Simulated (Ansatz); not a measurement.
`COBO[SiH3]` + HCl → `COBCl` + silanol at 700 K and 1 bar (ligand exchange at a B–O bond).

Program: Ansatz. Geometries: PBE0-D4/def2-TZVP. ΔE: electronic, gas phase. CBS: MP2 limit from def2 TZ/QZ plus the TZ coupled-cluster correction, frozen cores. This one scheme is used for every species. One conformer a species, not always the lowest.

```json
{"species": "`COBO[SiH3]`", "CCSD(T)/CBS energy (Eh)": "-506.60589", "H − E (kJ/mol)": "309.2", "S (J/(mol·K))": "478.9"}
{"species": "HCl", "CCSD(T)/CBS energy (Eh)": "-460.38127", "H − E (kJ/mol)": "38.4", "S (J/(mol·K))": "211.8"}
{"species": "`COBCl`", "CCSD(T)/CBS energy (Eh)": "-600.27977", "H − E (kJ/mol)": "205.1", "S (J/(mol·K))": "384.0"}
{"species": "`O[SiH3]`", "CCSD(T)/CBS energy (Eh)": "-366.69042", "H − E (kJ/mol)": "144.6", "S (J/(mol·K))": "321.6"}
```

H − E and S are ideal-gas, rigid-rotor, harmonic terms from PBE0-D4/def2-TZVP, for one conformer and one mirror image of each species. 1 Eh = 2625.50 kJ/mol, R = 8.31446 J/(mol·K).

Q: By hand: ΔE, ΔH, ΔS and ΔG.

A: ΔE = (-600.27977) + (-366.69042) − (-506.60589) − (-460.38127) = 0.01697 Eh = 44.6 kJ/mol. Δ(H − E) = 205.1 + 144.6 − 309.2 − 38.4 = 2.1, so ΔH = 46.7 kJ/mol. ΔS = 384.0 + 321.6 − 478.9 − 211.8 = 14.9 J/(mol·K). ΔG = 46.7 − 700 × (14.9)/1000 = 36.3 kJ/mol.

Q: By hand: the equilibrium constant, and the temperature at which ΔG would vanish if ΔH and ΔS stayed fixed.

A: log₁₀ K = −ΔG/(RT ln 10) = -2.7. ΔG = 0 at ΔH/ΔS = 3134 K, far beyond where these terms or the molecules hold.

The number of gas molecules stays the same, so ΔS is small and ΔH decides. A doubt of 5 kJ/mol in ΔE shifts log₁₀ K by 0.4 here. Other conformers and mirror images would add mixing entropy, several J/(mol·K) or more a flexible species. These are equilibria of isolated gas molecules and say nothing of rates. Largest T1 diagnostic: 0.013 (customary marks: 0.02 for closed shells, 0.045 for open ones).
